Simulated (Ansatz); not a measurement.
Computed with Ansatz on PBE0-D4/def2-TZVP structures; ΔE is electronic, products minus reactants. CCSD(T)/CBS is the MP2 limit (def2-TZVPP, def2-QZVPP) plus CCSD(T) − MP2 in def2-TZVPP, frozen cores. Functionals use def2-TZVPP. B3LYP here is the variant with VWN-RPA as its local correlation; programs differ in this. One conformer a species, not always the lowest.

Consider the formal exchange of groups at the Si–H bond: `C[SiH2]C` + `CC(=S)[NH][AlH2]` → `C[SiH](C)[NH][AlH2]` + `CC=S`.

`C[SiH2]C`:

Z-matrix (Å, degrees):
```
C
Si 1 1.872
H 1 1.093 2 110.9
H 1 1.092 2 111.0 3 120.0
H 1 1.093 2 110.9 3 -120.0
C 2 1.872 1 111.5 3 60.0
H 2 1.491 1 109.5 3 -178.7
H 2 1.491 1 109.5 3 -61.3
H 6 1.092 2 111.0 1 -180.0
H 6 1.093 2 110.9 1 -60.0
H 6 1.093 2 110.9 1 60.0
```

`CC(=S)[NH][AlH2]`:

Cartesian coordinates in Å:
```
C -1.257 -0.544 0.539
C 0.202 -0.883 0.611
S 0.753 -2.168 1.472
N 1.036 -0.061 -0.079
Al 0.762 1.407 -1.103
H -1.437 0.459 0.937
H -1.602 -0.544 -0.499
H -1.838 -1.263 1.109
H 1.995 -0.374 0.035
H 2.086 2.022 -1.699
H -0.700 1.949 -1.324
```

`C[SiH](C)[NH][AlH2]`:

Z-matrix (Å, degrees):
```
C
Si 1 1.870
H 1 1.092 2 111.1
H 1 1.094 2 111.0 3 120.0
H 1 1.094 2 111.0 3 -120.3
C 2 1.870 1 109.3 3 178.0
N 2 1.734 1 111.5 3 -58.2
H 2 1.491 1 109.5 3 58.2
H 6 1.094 2 111.0 1 61.9
H 6 1.092 2 111.0 1 -178.1
H 6 1.094 2 111.1 1 -57.8
Al 7 1.779 2 129.7 1 119.9
H 7 1.013 2 114.5 1 -60.3
H 12 1.585 7 117.5 2 179.9
H 12 1.581 7 118.9 2 -0.1
```

`CC=S`:

```xyz
7

C    -0.231   -0.041   -0.632
C     0.342    0.049    0.733
S    -0.488    0.108    2.109
H     0.150   -0.938   -1.134
H     0.111    0.810   -1.233
H    -1.319   -0.064   -0.613
H     1.435    0.076    0.770
```

```tsv
level	ΔE (kJ/mol)
PBE0-D4	-33.6
B3LYP-D4	-39.3
PBE0	-33.8
B3LYP	-40.3
HF/def2-TZVPP	-47.9
MP2/def2-TZVPP	-49.2
CCSD/def2-TZVPP	-52.5
MP2/CBS(def2)	-50.0
```

(1) What does CCSD(T)/CBS give? (Best estimate.)

Largest T1 diagnostic among the species: 0.017.

Results:

(1) Ansatz gave: -51.3 kJ/mol. The listed levels differ from it by 17.7, 12.0, 17.5, 11.0, 3.4, 2.1, -1.2, 1.3 kJ/mol.

From PBE to PBE0 (25 % exact exchange), in def2-TZVPP and without D4, ΔE moves by −4.1 kJ/mol.
